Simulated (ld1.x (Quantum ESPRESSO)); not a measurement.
Results of a calculation; reference values are marked as such.
Potentials for S (Z = 16) compared

Generated with ld1.x 7.5 (TM, RRKJ, ultrasoft, PAW), atompaw 4.2 or ONCVPSP 4.0.1. The cutoff is in Ry: for ld1.x and atompaw files where the sum of valence levels is converged to 10 mRy in a Bessel basis, for ONCV files where the hardest occupied wave has 1 mHa per electron of residual kinetic energy. The error is the largest all-electron minus pseudo excitation energy over each file’s own four to seven test configurations (ionisations up to +4, promotions, holes and added fractions of an electron), all of which were solved. The labels leave out finer settings (local radius, basis sizes, second energies), which also bear on the numbers. Spin-polarised tests are not counted. The rows are a selection from randomly drawn settings: files with unsolved tests, undetermined cutoffs or missed reference levels are left out.

A true bound ghost makes a file unfit for plane-wave use even where its test errors are small: the radial tests pick states by their node count and pass the ghost by.

```tsv
potential	cutoff (Ry)	largest error (meV)	bound ghosts
TM, revPBE, non-relativistic, rc 1.50/1.10/1.50 (spd), local s, core correction yes, reference 3s2 3p4	90	+131	none
TM, PBE, scalar-relativistic, rc 1.10/1.65/1.60 (spd), local p, core correction no, reference 3s1.5 3p4.5	55	+91	none
RRKJ, PBE, non-relativistic, rc 1.45/1.45 (sp), local p, core correction yes, reference 3s2 3p3.5	30	+139	none
TM, LDA (PZ), scalar-relativistic, rc 1.35/1.00/1.20 (spd), local s, core correction yes, reference 3s2 3p2.5	140	+21	none
RRKJ, PBE, non-relativistic, rc 1.60/1.45 (sp), local p, core correction no, reference 3s2 3p4	30	+48	none
```

(1) Fill in the row for S: ultrasoft, PW91, scalar-relativistic, rc 1.45/1.35 (sp), local smoothed, core correction yes, reference 3s2 3p4.

(2) Fill in the row for S: PAW, LDA (PZ), non-relativistic, rc 1.25/1.65 (sp), local smoothed, core correction yes, reference 3s2 3p2.

Answers

(1) cutoff 15 Ry, largest error +15 meV, bound ghosts: none.

(2) cutoff 25 Ry, largest error -71 meV, bound ghosts: s.
